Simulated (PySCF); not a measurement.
A mixed set of molecules. Level of theory: TDDFT PBE0/def2-SVPD, vertical, gas phase, core orbitals frozen in the response (PySCF). Geometries: PBE0-D3(BJ)/def2-SVP; one conformer of each isolated species. Triplets are in the Tamm–Dancoff approximation. Relativistic effects are left out although some hold elements past zinc.

Question: Rank by computed lowest singlet excitation energy, highest first.
A. `FC(F)Sc1ccccc1`
B. `CO[SiH2]N`
C. `NC[SiH2]O`
D. `C#[C][GaH][CH3]`
E. `ClB(Cl)[C@H]1[C@H]2C=C[C@@H]1C=C2`

Answer: B (6.90 eV), C (6.28 eV), A (5.11 eV), D (4.59 eV), E (4.45 eV).

```json
{"SMILES": "CO[SiH2]N", "S1 (eV)": "6.90", "gap (eV)": "8.35", "T1 (eV)": "6.50", "LUMO (eV)": "0.50", "HOMO (eV)": "-7.85", "S1 mainly": "H→L (72%)"}
{"SMILES": "NC[SiH2]O", "S1 (eV)": "6.28", "gap (eV)": "7.71", "T1 (eV)": "5.97", "LUMO (eV)": "0.23", "HOMO (eV)": "-7.49", "S1 mainly": "H→L (98%)"}
{"SMILES": "FC(F)Sc1ccccc1", "S1 (eV)": "5.11", "gap (eV)": "6.33", "T1 (eV)": "3.98", "LUMO (eV)": "-0.99", "HOMO (eV)": "-7.33", "S1 mainly": "H→L (82%)"}
{"SMILES": "C#[C][GaH][CH3]", "S1 (eV)": "4.59", "gap (eV)": "6.10", "T1 (eV)": "4.31", "LUMO (eV)": "-1.62", "HOMO (eV)": "-7.72", "S1 mainly": "H→L (98%)"}
{"SMILES": "ClB(Cl)[C@H]1[C@H]2C=C[C@@H]1C=C2", "S1 (eV)": "4.45", "gap (eV)": "5.51", "T1 (eV)": "–", "LUMO (eV)": "-1.28", "HOMO (eV)": "-6.80", "S1 mainly": "H→L (98%)"}
```

H and L stand for HOMO and LUMO; a dash means that no computed state gives the value.

Mean S1 by what the SMILES shows (count): single bonds only 6.59 eV (2); a double or triple bond but no aromatic ring 4.52 eV (2).

- `CO[SiH2]N`: Löwdin shares by element: HOMO nitrogen 42%, oxygen 23%, silicon 11%, carbon 5% (atoms not listed hold the other 19%); LUMO silicon 32%, hydrogen 28% or more, nitrogen 14% (atoms not listed hold the other 26%).
- `NC[SiH2]O`: Löwdin shares by element: HOMO nitrogen 50%, carbon 18%, silicon 8%, hydrogen 7% or more (atoms not listed hold the other 18%); LUMO silicon 22%, hydrogen 14% or more, carbon 12%, nitrogen 12% (atoms not listed hold the other 41%).
- `FC(F)Sc1ccccc1`: Löwdin shares by element: HOMO sulfur 52%, carbon 25% or more (atoms not listed hold the other 24%); LUMO carbon 60% or more (atoms not listed hold the other 40%).
- `C#[C][GaH][CH3]`: Löwdin shares by element: HOMO carbon 72%, gallium 12% (atoms not listed hold the other 16%); LUMO gallium 49%, carbon 38%.
- `ClB(Cl)[C@H]1[C@H]2C=C[C@@H]1C=C2`: Löwdin shares by element: HOMO carbon 83% or more (atoms not listed hold the other 17%); LUMO boron 45%, chlorine 35%, carbon 9% or more.
